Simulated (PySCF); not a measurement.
# C₆ coefficients of unlike pairs at PBE

Calculated with PySCF 2.14 from the dipole response of each species, C₆(A,B) = (3/π) ∫ α_A(iu) α_B(iu) du, in atomic units, from isotropic polarisabilities. For ions this is the dispersion term alone; charge-induced terms of lower order in 1/R come first.

```tsv
species	configuration	basis	relativity	α (bohr³)	C₆ (like pair)
Br³⁺	[Ar] 3d10 4s2 4p2 (3P)	aug-cc-pVQZ-DK (8s7p5d3f2g)	spin-free X2C	5.965	22.15
Ne⁺	[He] 2s2 2p5 (2P)	aug-cc-pVTZ-DK (5s4p3d2f)	spin-free X2C	1.376	2.460
Rb	[Kr] 5s1 (2S)	def2-TZVPPD with the def2 core potential (28 electrons) (6s4p3d1f)	core potential	360.0	5565
Se²⁺	[Ar] 3d10 4s2 4p2 (3P)	x2c-QZVPPall with one added diffuse shell each of s, p, d, f type (12s9p6d5f1g)	spin-free X2C	9.259	43.53
```

Problem. Estimate C₆ for Rb with Ne⁺.

Solution. The integral gives 49.03. The combination rule 2 C_A C_B / (C_A α_B/α_A + C_B α_A/α_B) gives 41.17 and the geometric mean 117.0.

No spin-orbit coupling is included.

The other pairs:

```csv
pair,C₆
"Se²⁺, Br³⁺",30.92
"Se²⁺, Rb",292.9
"Rb, Br³⁺",194.7
"Se²⁺, Ne⁺",9.453
"Ne⁺, Br³⁺",6.939
```
